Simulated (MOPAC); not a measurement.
MOPAC input (MNDO):

```
MNDO PRECISE GNORM=0.05 LET XYZ UHF MS=0.5 GEO-OK AUX(PRECISION=9) THREADS=1
C3H8BO

C     1.98566200 1    0.17647900 1    0.05181000 1
O     0.86744100 1   -0.54529000 1   -0.16547200 1
B    -0.42754500 1   -0.08629000 1   -0.02575100 1
C    -1.56009400 1   -1.12309100 1   -0.33823400 1
C    -0.71193700 1    1.39541600 1    0.42228900 1
H     1.91889000 1    1.20760200 1    0.36350000 1
H     2.91665100 1   -0.34211900 1   -0.10564400 1
H    -1.18210400 1   -2.10198100 1   -0.63437800 1
H    -2.21269900 1   -0.74721600 1   -1.13406800 1
H    -2.21141500 1   -1.25120500 1    0.53348400 1
H    -1.77809100 1    1.61250500 1    0.48872100 1
H    -0.26805500 1    2.11479100 1   -0.27461500 1
H    -0.26676600 1    1.60856200 1    1.40034600 1
```

From the output:

```
                                                       MOPAC v23.2.5 Linux

          FINAL HEAT OF FORMATION =        -73.18229 KCAL/MOL =    -306.19471 KJ/MOL

          COSMO AREA              =        125.53 SQUARE ANGSTROMS
          COSMO VOLUME            =        111.94 CUBIC ANGSTROMS

          GRADIENT NORM           =          0.04792          =       0.01329 PER ATOM
          IONIZATION POTENTIAL    =          9.044540 EV
          ALPHA SOMO LUMO (EV)    =         -9.045  1.561
          BETA  SOMO LUMO (EV)    =        -11.301  0.689
          NO. OF ALPHA ELECTRONS  =         15
          NO. OF BETA  ELECTRONS  =         14
          MOLECULAR WEIGHT        =         70.9056         POINT GROUP:  Cs

          MOLECULAR DIMENSIONS (Angstroms)

            Atom       Atom       Distance
            H    11    H     7     5.23980
            H     8    H     6     4.44921
            H    12    H    13     1.79971

          SCF CALCULATIONS        =         38

   ATOM   CHEMICAL          X               Y               Z
  NUMBER   SYMBOL      (ANGSTROMS)     (ANGSTROMS)     (ANGSTROMS)

     1       C          2.02734372  *   0.12675409  *   0.03673059  *
     2       O          0.85891281  *  -0.50923127  *  -0.15458199  *
     3       B         -0.41707005  *  -0.05627551  *  -0.01668150  *
     4       C         -1.53479375  *  -1.11660475  *  -0.33629003  *
     5       C         -0.77438517  *   1.41188342  *   0.42733557  *
     6       H          2.09458298  *   1.16403031  *   0.35017856  *
     7       H          2.91873937  *  -0.46873167  *  -0.14395967  *
     8       H         -1.15948206  *  -2.11427156  *  -0.63810856  *
     9       H         -2.17436674  *  -0.73394814  *  -1.15994280  *
    10       H         -2.17303235  *  -1.25446607  *   0.56231042  *
    11       H         -1.87120446  *   1.56350550  *   0.47403430  *
    12       H         -0.36808185  *   2.15798000  *  -0.28753709  *
    13       H         -0.36672163  *   1.63729544  *   1.43520398  *

                             CARTESIAN COORDINATES

   1    C        2.027343722     0.126754086     0.036730585
   2    O        0.858912807    -0.509231268    -0.154581988
   3    B       -0.417070051    -0.056275513    -0.016681503
   4    C       -1.534793754    -1.116604750    -0.336290029
   5    C       -0.774385173     1.411883415     0.427335574
   6    H        2.094582984     1.164030309     0.350178565
   7    H        2.918739375    -0.468731672    -0.143959674
   8    H       -1.159482065    -2.114271561    -0.638108556
   9    H       -2.174366737    -0.733948141    -1.159942800
  10    H       -2.173032352    -1.254466071     0.562310415
  11    H       -1.871204462     1.563505502     0.474034296
  12    H       -0.368081847     2.157980003    -0.287537092
  13    H       -0.366721627     1.637295443     1.435203979

           Empirical Formula: C3 H8 O B  =    13 atoms

      MOLECULAR POINT GROUP   :   Cs

          ALPHA EIGENVALUES
 -43.73871 -32.59420 -30.20537 -27.44699 -20.02509 -16.72517 -15.74252 -15.67914
 -13.95258 -13.83098 -13.56087 -13.32703 -12.76081 -11.32249  -9.04454   1.56136
   2.41641   3.72295   4.05818   4.29546   4.35199   4.51573   4.78491   4.94705
   5.42491   5.78924   6.99763   8.27093

           BETA EIGENVALUES
 -43.41819 -32.55024 -30.16003 -26.32992 -19.78034 -16.58406 -15.68637 -15.25446
 -13.89267 -13.62952 -13.39690 -13.31521 -12.73166 -11.30068   0.68870   2.32377
   2.51680   3.97708   4.29877   4.31113   4.60630   4.80773   4.87438   5.11908
   5.54578   5.86693   7.00843   8.44783

              NET ATOMIC CHARGES AND DIPOLE CONTRIBUTIONS

  ATOM NO.   TYPE          CHARGE      No. of ELECS.   s-Pop       p-Pop
    1          C          -0.011647        4.0116     1.26654     2.74511
    2          O          -0.197114        6.1971     1.73643     4.46069
    3          B           0.044213        2.9558     1.18723     1.76855
    4          C           0.018070        3.9819     1.21118     2.77075
    5          C          -0.006956        4.0070     1.21402     2.79294
    6          H           0.058130        0.9419     0.94187
    7          H           0.079157        0.9208     0.92084
    8          H           0.000823        0.9992     0.99918
    9          H           0.003670        0.9963     0.99633
   10          H           0.003671        0.9963     0.99633
   11          H           0.000926        0.9991     0.99907
   12          H           0.003529        0.9965     0.99647
   13          H           0.003527        0.9965     0.99647
 DIPOLE           X         Y         Z       TOTAL
 POINT-CHG.     0.470     0.494     0.149     0.698
 HYBRID         0.081     0.415     0.125     0.441
 SUM            0.551     0.909     0.274     1.098

          ATOMIC ORBITAL ELECTRON POPULATIONS

     Atom    s        px        py        pz
    1  C   1.26654   0.79772   0.88636   1.06103
    2  O   1.73643   1.17364   1.61078   1.67626
    3  B   1.18723   0.67156   0.74387   0.35312
    4  C   1.21118   0.93409   0.92810   0.90856
    5  C   1.21402   0.92413   0.95615   0.91266
    6  H   0.94187
    7  H   0.92084
    8  H   0.99918
    9  H   0.99633
   10  H   0.99633
   11  H   0.99907
   12  H   0.99647
   13  H   0.99647

                    (SZ)    =    0.500000
                    (S**2)  =    0.757137

          ATOMIC ORBITAL SPIN POPULATIONS

    Atom   Total    s     px     py     pz
         Atomic
    1  C  1.0299  0.054  0.031  0.115  0.830
    2  O  0.0236  0.003 -0.013 -0.010  0.044
    3  B  0.0506  0.004  0.001  0.006  0.040
    4  C -0.0072 -0.001 -0.003 -0.002 -0.001
    5  C -0.0043 -0.000 -0.000 -0.002 -0.001
    6  H -0.0500 -0.050
    7  H -0.0518 -0.052
    8  H  0.0004  0.000
    9  H  0.0023  0.002
   10  H  0.0023  0.002
   11  H  0.0002  0.000
   12  H  0.0020  0.002
   13  H  0.0020  0.002

 **********************
 *                    *
 * JOB ENDED NORMALLY *
 *                    *
 **********************

 == MOPAC DONE ==
```

The geometry given is a B3LYP-D3(BJ)/def2-TZVP minimum.
